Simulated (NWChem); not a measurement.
System: CH5FOSi; SMILES FC[SiH2]O

NWChem printed, in part:

```
             Northwest Computational Chemistry Package (NWChem) 7.3.0
             --------------------------------------------------------

 C1  symmetry detected

                             Geometry "geometry" -> ""
                             -------------------------

 Output coordinates in angstroms (scale by  1.889725989 to convert to a.u.)

  No.       Tag          Charge          X              Y              Z
 ---- ---------------- ---------- -------------- -------------- --------------
    1 O                    8.0000    -0.89522855     1.49991547    -0.19830811
    2 Si                  14.0000     0.51552352     0.70275618     0.18602491
    3 C                    6.0000     0.47822812    -1.09372606    -0.43519186
    4 F                    9.0000    -0.58724946    -1.74364995     0.22076396
    5 H                    1.0000    -1.70591360     1.11580867     0.16489582
    6 H                    1.0000     1.60545187     1.45188799    -0.48820792
    7 H                    1.0000     0.74991054     0.65180864     1.65621428
    8 H                    1.0000     1.40615377    -1.63780980    -0.20937354
    9 H                    1.0000     0.30477295    -1.16439997    -1.51713701

 Effective nuclear repulsion energy (a.u.)     173.3148500867

                                Z-matrix (autoz)
                                --------

 Units are Angstrom for bonds and degrees for angles

[...]

      ----------------------
      Optimization converged
      ----------------------

  Step       Energy      Delta E   Gmax     Grms     Xrms     Xmax
  ---- ---------------- -------- -------- -------- -------- --------
@    7    -502.98129749 -9.6D-07  0.00014  0.00004  0.00090  0.00176
                                     ok       ok       ok       ok

                                Z-matrix (autoz)
                                --------

 Units are Angstrom for bonds and degrees for angles

[...]

 Rotational Constants
 --------------------
 A=   0.337182 cm-1  (  0.485119 K)
 B=   0.120119 cm-1  (  0.172821 K)
 C=   0.099973 cm-1  (  0.143835 K)

 Temperature                      =   298.15K
 frequency scaling parameter      =   1.0000

 Zero-Point correction to Energy  =   37.966 kcal/mol  (  0.060502 au)
 Thermal correction to Energy     =   41.587 kcal/mol  (  0.066274 au)
 Thermal correction to Enthalpy   =   42.179 kcal/mol  (  0.067217 au)

 Total Entropy                    =   75.432 cal/mol-K
   - Translational                =   39.036 cal/mol-K (mol. weight =  80.0094)
   - Rotational                   =   25.480 cal/mol-K (symmetry #  =        1)
   - Vibrational                  =   10.916 cal/mol-K

 Cv (constant volume heat capacity) =   19.190 cal/mol-K
   - Translational                  =    2.979 cal/mol-K
   - Rotational                     =    2.979 cal/mol-K
   - Vibrational                    =   13.231 cal/mol-K

[normal modes left out]

 ----------------------------------------------------------------------------
 Normal Eigenvalue ||           Projected Infra Red Intensities
  Mode   [cm**-1]  || [atomic units] [(debye/angs)**2] [(KM/mol)] [arbitrary]
 ------ ---------- || -------------- ----------------- ---------- -----------
    1       -0.000 ||    0.000072           0.002         0.070       0.015
    2        0.000 ||    0.000013           0.000         0.013       0.003
    3        0.000 ||    0.000058           0.001         0.057       0.012
    4        0.000 ||    0.000092           0.002         0.090       0.019
    5        0.000 ||    0.000073           0.002         0.071       0.015
    6        0.000 ||    0.000167           0.004         0.163       0.034
    7       84.565 ||    0.012125           0.280        11.820       2.477
    8      185.023 ||    0.015788           0.364        15.391       3.226
    9      281.436 ||    0.032985           0.761        32.156       6.740
   10      316.321 ||    0.151942           3.505       148.120      31.045
   11      562.292 ||    0.035478           0.819        34.586       7.249
   12      674.727 ||    0.018931           0.437        18.455       3.868
   13      748.860 ||    0.095182           2.196        92.788      19.448
   14      806.206 ||    0.099215           2.289        96.719      20.272
   15      840.176 ||    0.058762           1.356        57.285      12.006
   16      904.561 ||    0.143916           3.320       140.296      29.405
   17      943.391 ||    0.106862           2.465       104.174      21.834
   18      983.489 ||    0.033999           0.784        33.144       6.947
   19     1016.704 ||    0.110384           2.547       107.607      22.554
   20     1203.518 ||    0.005317           0.123         5.184       1.086
   21     1323.503 ||    0.001080           0.025         1.053       0.221
   22     1534.858 ||    0.004733           0.109         4.614       0.967
   23     2195.979 ||    0.162727           3.754       158.634      33.248
   24     2240.024 ||    0.145326           3.353       141.671      29.693
   25     3037.071 ||    0.022470           0.518        21.905       4.591
   26     3090.336 ||    0.027210           0.628        26.526       5.560
   27     3597.093 ||    0.036552           0.843        35.632       7.468
 ----------------------------------------------------------------------------
```

Level: B3LYP/3-21G. 

Question: Write an input that gives this output.

Answer: This is not unique; one that fits is the input that was run:
```
start job
memory heap 200 mb stack 900 mb global 1100 mb
geometry units angstroms
  O     -0.964108     1.443803    -0.278191
  Si     0.477311     0.719598     0.135614
  C      0.508164    -1.102930    -0.404839
  F     -0.529866    -1.763524     0.283660
  H     -1.758491     1.045318     0.104994
  H      1.535892     1.479354    -0.575659
  H      0.716836     0.743421     1.605665
  H      1.456964    -1.600198    -0.158729
  H      0.335115    -1.228478    -1.481862
end
basis spherical
  O library 3-21g
  Si library 3-21g
  C library 3-21g
  F library 3-21g
  H library 3-21g
end
dft
  xc b3lyp
  iterations 150
end
driver
  maxiter 120
end
task dft optimize
task dft freq
```
